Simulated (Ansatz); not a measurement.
Relaxed structures of SiCl$_{2}$O, closed shell (PBE0-D4/def2-TZVP; forces vanish, vibrations not checked; lower isomers may exist, and structures with a doubtful reference or unclear bonds are left out; Å). Ansatz 0.2.0; basis: def2-TZVPP; cores frozen in the correlated methods.

**Question.** Rank them by CCSD(T) energy, lowest first, and give each one's height above the lowest. Links in brackets join atoms within 1.22 times the sum of their covalent radii (1.1 for two metals). (Judge from chemistry; the value comes from the calculation.)
A.
SiCl₂O ([O][Si]([Cl])[Cl])
```
4
angstrom
O 0.6453 1.0559 1.1879
Si 0.0786 0.1287 0.1447
Cl 0.6392 -1.7725 -0.1610
Cl -1.3631 0.5880 -1.1716
```
B.
a complex of Cl₂ + SiO
```
4
angstrom
O 1.1657 0.8165 1.7322
Si 0.2266 0.6457 0.5655
Cl -2.8963 0.3091 -3.2770
Cl -1.6300 0.4309 -1.7213
```
C.
SiCl₂O ([O][Cl][Si][Cl])
```
4
angstrom
O 1.7280 -2.5924 0.1851
Si 0.2511 0.0534 0.2191
Cl 0.5571 -1.9173 -0.5754
Cl -1.3176 0.4835 -1.0624
```

**Answer.** Computed: A (0.0 kJ/mol), B (368.3 kJ/mol), C (534.0 kJ/mol). Heights count from the lowest.

The T1 diagnostic stays at or below 0.022.

For scale, one of the runs: CCSD(T)/def2-TZVPP, 157 basis functions, launched by `ansatz run in.yaml --threads 2 --pin off --events-out ev --progress --plain --max-ram 4352MiB`. The run took 28 s on 2 CPU threads of an Arm Neoverse V2 (shared host), with 1 GiB of host memory at its peak.
